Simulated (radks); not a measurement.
Problem. The europium ion Eu+, [Xe] 4f7 6s1. Method: non-relativistic Kohn-Sham, LDA (Slater exchange, Perdew-Wang correlation), spin-polarised, spherical densities, point nucleus; computed with a radial shooting solver on a logarithmic mesh with Libxc functionals. Every spin shell is full or empty, so the densities are truly spherical. Functionals are evaluated on that one density, not self-consistently. Rank these exchange functionals by their error against the exact value of the orbitals, and give that value: LDA, PBE, revPBE, RPBE, PW86, OPTX, SOGGA, EV93, TPSS, revTPSS, MS2, Tao-Mo, TASK, MVS.

Solution. Exact: -230.122 hartree. From best to worst, with 100 (|E| - |E exact|)/|E exact| (equal figures are ties): RPBE -0.08, revPBE -0.12, PW86 -0.14, MVS +0.15, TPSS -0.22, PBE -0.23, EV93 -0.28, MS2 -0.50, Tao-Mo -0.69, revTPSS -0.78, OPTX +1.69, SOGGA -1.90, TASK -1.98, LDA -4.19.
